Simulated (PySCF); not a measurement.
C₂H₄BrCl, SMILES C[C@@H](Cl)Br.

Geometry: PBE0-D3(BJ)/def2-SVP.

Calculation: TDDFT-PBE/def2-SVPD in PySCF 2.14.0.

Vertical excitations. The molecule is in vacuum.

```
state  energy (eV)  λ (nm)      f                                              main pairs
-----  -----------  ------  -----  ------------------------------------------------------
S1            5.49     226  0.005                        HOMO−1→LUMO 49 %, HOMO→LUMO 49 %
S2            5.52     225  0.014                        HOMO→LUMO 50 %, HOMO−1→LUMO 48 %
S3            5.97     208  0.002                                        HOMO−2→LUMO 94 %
S4            6.25     198  0.010                      HOMO−3→LUMO 66 %, HOMO→LUMO+1 31 %
S5            6.45     192  0.004                    HOMO−1→LUMO+1 81 %, HOMO→LUMO+1 15 %
S6            6.56     189  0.040  HOMO→LUMO+1 53 %, HOMO−3→LUMO 28 %, HOMO−1→LUMO+1 15 %
S7            6.87     181  0.042                                        HOMO→LUMO+2 99 %
S8            6.94     179  0.047                                      HOMO−1→LUMO+2 99 %
S9            7.26     171  0.004                                      HOMO−2→LUMO+1 97 %
S10           7.43     167  0.016                                      HOMO−3→LUMO+1 89 %
T1            4.90     253      0                                          HOMO→LUMO 99 %
T2            4.96     250      0                                        HOMO−1→LUMO 99 %
T3            5.70     218      0                                        HOMO−2→LUMO 85 %
T4            5.80     214      0                                        HOMO−3→LUMO 83 %
```
Triplets are in the Tamm–Dancoff approximation, which puts them higher than full response would, so one can lie above its singlet here.
